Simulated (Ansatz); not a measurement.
`C[O][InH][Cl]` + `C#N` → `C[O][InH][C]#N` + HCl at 700 K and 1 bar (formal exchange of groups at the In–Cl bond).

Computed with Ansatz on PBE0-D4/def2-TZVP structures; ΔE is electronic, products minus reactants. CBS: MP2 limit from def2 TZ/QZ plus the TZ coupled-cluster correction, frozen cores. This one scheme is used for every species. Elements past krypton have def2 core potentials. For In outer-core shells are correlated without core-valence functions, which leaves a few kJ/mol of doubt a bond. One conformer a species, not always the lowest.

| species | CCSD(T)/CBS energy (Eh) | H − E (kJ/mol) | S (J/(mol·K)) |
| --- | --- | --- | --- |
| `C[O][InH][Cl]` | -765.26650 | 192.8 | 452.0 |
| `C#N` | -93.32098 | 68.7 | 235.2 |
| `C[O][InH][C]#N` | -398.17531 | 218.9 | 480.9 |
| HCl | -460.38127 | 38.4 | 211.8 |

H − E and S are ideal-gas, rigid-rotor, harmonic terms from PBE0-D4/def2-TZVP, for one conformer and one mirror image of each species. 1 Eh = 2625.50 kJ/mol, R = 8.31446 J/(mol·K).

Task: By hand: ΔE, ΔH, ΔS and ΔG.

Result: ΔE = (-398.17531) + (-460.38127) − (-765.26650) − (-93.32098) = 0.03090 Eh = 81.1 kJ/mol. Δ(H − E) = 218.9 + 38.4 − 192.8 − 68.7 = -4.2, so ΔH = 76.9 kJ/mol. ΔS = 480.9 + 211.8 − 452.0 − 235.2 = 5.5 J/(mol·K). ΔG = 76.9 − 700 × (5.5)/1000 = 73.1 kJ/mol.

Task: By hand: the equilibrium constant, and the temperature at which ΔG would vanish if ΔH and ΔS stayed fixed.

Result: log₁₀ K = −ΔG/(RT ln 10) = -5.5. ΔG = 0 at ΔH/ΔS = 13982 K, far beyond where these terms or the molecules hold.

The number of gas molecules stays the same, so ΔS is small and ΔH decides. A doubt of 5 kJ/mol in ΔE shifts log₁₀ K by 0.4 here. Other conformers and mirror images would add mixing entropy, several J/(mol·K) or more a flexible species. These are equilibria of isolated gas molecules and say nothing of rates. Largest T1 diagnostic: 0.017 (customary marks: 0.02 for closed shells, 0.045 for open ones).
